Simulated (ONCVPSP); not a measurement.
## Building the ONCV potential for thallium (Tl) (PBE, scalar-relativistic).

ONCVPSP 4.0.1 input, shortened (lines: element, Z, core and valence counts, functional; n l f; lmax; l rc ep ncon nbas qcut; lloc lpopt rc5 dvloc0; l nproj debl; icmod fcfact rcfact), PBE, scalar-relativistic:

```
  Tl 81.00   10    5        4      upf
    1    0    2.00
    2    0    2.00
    2    1    6.00
    3    0    2.00
    3    1    6.00
    3    2   10.00
    4    0    2.00
    4    1    6.00
    4    2   10.00
    4    3   14.00
    5    0    2.00
    5    1    6.00
    5    2   10.00
    6    0    2.00
    6    1    1.00
    2
    0    1.35    0.00    4    8    7.30
    1    1.45    0.00    5    9    9.80
    2    1.80    0.00    4    8    6.80
    4    5    1.10    2.00
    0    3    1.60
    1    2    3.70
    2    1    1.10
    1    0.55    0.00
```

All-electron outer shells of the reference configuration (PBE, scalar-relativistic, ld1.x):

```
shell  level (eV)  outermost node (bohr)  outermost maximum (bohr)
   4d     -375.02                   0.19                      0.39
   5s     -131.00                   0.46                      0.80
   4f     -114.03                      –                      0.36
   5p      -76.10                   0.50                      0.91
   5d      -15.49                   0.53                      1.11
   6s       -9.55                   1.04                      2.08
   6p       -2.37                   1.23                      2.91
```

Results:

- Cutoffs needed: 38 Ha and 86 Ha (the cutoffs (Ha) at which the residual kinetic energy of the hardest occupied pseudo-wave falls to 1 and 0.1 mHa per electron)
- Ghost test: no bound ghost flagged; GHOST(+) flagged for s at 544.2 eV, s at 568.8 eV
- Configuration tests: 1 of 4 tests not solved or not reliable
- rms error of d²Exc/dni dnj: 5.10 mHa without and 1.36 mHa with the model core

Generation and tests took about 5.4 s on one core of a shared server CPU.
